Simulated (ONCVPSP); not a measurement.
**What one change does to a pseudopotential (In, ONCV)**

* Element: In (Z = 49)
* Generator: ONCVPSP 4.0.1
* Type: optimised norm-conserving Vanderbilt (ONCV)
* Functional: PBEsol
* Relativity: scalar-relativistic
* Frozen core: [Kr] 4d10
* Valence charge: 3
* Reference configuration: 5s2 5p1
* Partial waves: 5s: rc 2.20 bohr, ncon 4, nbas 8, qcut 3.1 1/bohr, 2 projectors, debl 0.4 Ha; 5p: rc 2.70 bohr, ncon 4, nbas 8, qcut 2.7 1/bohr, 1 projector; d scattering state at 0.32 Ha: rc 2.50 bohr, ncon 4, nbas 7, qcut 3.4 1/bohr, 2 projectors, debl 2.8 Ha
* Local potential: polynomial inside 2.20 bohr (lpopt 5, dvloc0 1 Ha)
* Core correction: Teter function, fcfact 2.75, rcfact 1.75

Change: reference 5s1; wave 5p: rc 2.70 bohr, ncon 4, nbas 8, qcut 2.7 1/bohr, 1 projector becomes p scattering state at 0.05 Ha: rc 2.70 bohr, ncon 4, nbas 8, qcut 2.7 1/bohr, 1 projector. In the s channel the program set the typed energies aside and used -0.870, 0.250 Ha.

Cutoffs: the cutoffs (Ha) at which the residual kinetic energy of the hardest occupied pseudo-wave falls to 1 and 0.1 mHa per electron; they do not see the model core or the augmentation charge, which bear on the density cutoff. Errors are all-electron minus pseudo energies relative to the spin-unpolarised reference configuration.

Task: What does the change do?

Result: The potential gets harder (5.7 Ha and 29 Ha → 8.2 Ha and 31 Ha); the bound ghost in d disappears; the range in which the d phases agree widens (upper end 0.6 → 3.5).

```tsv
quantity	base	changed
cutoff, loose	5.7 Ha	8.2 Ha
cutoff, tight	29 Ha	31 Ha
bound ghosts	d	none
GHOST(+) flags under 300 eV	s at 79.2 eV	s at 69.2 eV
largest error over its own tests, meV	-563	-271
s: phases at 2.23 bohr within 0.05 rad from the reference energy up to (Ha; the scan ends near 5)	2.4	2.0
p: phases at 2.75 bohr within 0.05 rad from the reference energy up to (Ha; the scan ends near 5)	0.9	0.8
d: phases at 2.54 bohr within 0.05 rad from the reference energy up to (Ha; the scan ends near 5)	0.6	3.5
rms error of d²Exc/dni dnj with the model core, mHa	4.13	13.03
```

Base: The cutoffs count occupied waves only; projector 2 of the d channel, the hardest unoccupied one, needs 44 Ha at the loose tolerance. Changed file: The cutoffs count occupied waves only; projector 2 of the d channel, the hardest unoccupied one, needs 35 Ha at the loose tolerance. A true bound ghost makes a file unfit for plane-wave use even where its test errors are small: the radial tests pick states by their node count and pass the ghost by.
